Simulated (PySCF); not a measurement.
A structure optimised at PBE0-D3(BJ)/def2-SVP, used in a PySCF frequency run:

```xyz
9

C      3.2864    -0.7415     0.7135
C      2.2887    -0.7101     0.0243
C      1.1412    -0.6799    -0.8173
C     -0.0928    -0.5023    -0.3880
C     -1.3194    -0.3404     0.0246
Cl    -2.0786     1.2121     0.1711
H      4.1648    -0.7667     1.3318
H      1.3090    -0.8164    -1.8956
H     -1.9617    -1.1786     0.3118
```

Task: Write its SMILES and formula.

Result: C#CC=C=CCl, C5H3Cl

Task: What are its rotational constants (standard atomic weights)?

Result: 10.995, 1.0754, 1.0236 GHz
